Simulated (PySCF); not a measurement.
Property card for `C#[C][AlH2-][AsH3+]`

Compound: C2H6AlAs.
Geometry (PBE0-D3(BJ)/def2-SVP, Å), atoms numbered from 1 in this order:
```
atom  x, y, z in Å
C1     1.687   -2.053    0.238
C2     1.450   -0.879   -0.005
Al3    1.009    0.972   -0.386
As4   -1.535    0.534    0.097
H5     1.912   -3.084    0.450
H6     0.904    1.408   -1.915
H7     1.298    2.050    0.752
H8    -2.217   -0.533   -0.723
H9    -1.886    0.000    1.463
H10   -2.613    1.590    0.006
```

Structural features include: alkyne.

PBE0-D3(BJ)/def2-SVP geometry optimisation, gas phase (PySCF):

```
Point group                  : Cs
Rotational constants A, B, C : 5.526, 1.637, 1.305 GHz
```

wB97X-D/def2-SVPD ground state, ΔSCF and vertical TDDFT (core frozen in the response) (PySCF):

```
Dipole moment                                                     : 3.96 D
HOMO energy                                                       : -9.36 eV
LUMO energy                                                       : 1.06 eV
HOMO–LUMO gap                                                     : 10.42 eV
Lowest singlet excitation                                         : 5.69 eV (218 nm, f = 0.000)
Strongest line among the 10 lowest singlet transitions            : S10 at 7.38 eV (168 nm, f = 0.309)
Lowest triplet excitation (Tamm–Dancoff)                          : 4.91 eV
Static isotropic polarisability                                   : 86.8 au
Vertical ionisation energy                                        : 9.66 eV
Electronic spatial extent ⟨r²⟩ about the centre of nuclear charge : 858 bohr²
```

From PBE0/pcSseg-1 ground state and GIAO shieldings, non-relativistic (PySCF):

```
Lowest Hirshfeld atomic charge                              : -0.23 e on C2
Highest Hirshfeld atomic charge                             : +0.32 e on Al3
13C chemical shifts (computed TMS as zero) by class         : 106.8 (C1), 96.9 (C2) ppm
1H chemical shifts (computed TMS as zero) by class          : 4.11 (H6/H7), 3.64 (H8/H9/H10), 2.10 (H5) ppm
Isotropic shieldings of nuclei other than C and H, by class : 454 (Al3), 1769 (As4) ppm
Mayer bond orders between heavy atoms                       : C1–C2 2.50, C2–Al3 0.87, Al3–As4 0.28
```

Monoisotopic mass (most abundant isotopes): 131.9501 u.

The 10 singlets span 5.69 to 7.38 eV, and their oscillator strengths add up to 0.42. With B = h/(8π²I), that is 505.379 GHz u Å² over I, the principal moments of inertia are 91.4, 308.8 and 387.3 u Å² (most abundant isotopes). The dipole matches unit charges of opposite sign 0.83 Å apart (1 e·Å = 4.8032 D). The ΔSCF ionisation energy exceeds −ε(HOMO) by 0.30 eV with wB97X-D.

The calculation is non-relativistic and has no spin–orbit coupling, an omission that weighs most on arsenic. Atoms bound to As lack the heavy atom's spin–orbit term in their shielding, so their NMR values are less reliable.

For the geometry optimisation (PBE0-D3(BJ)/def2-SVP), the run took 44 s of wall time on Arm Neoverse V2, one thread, no GPU, on a shared host.
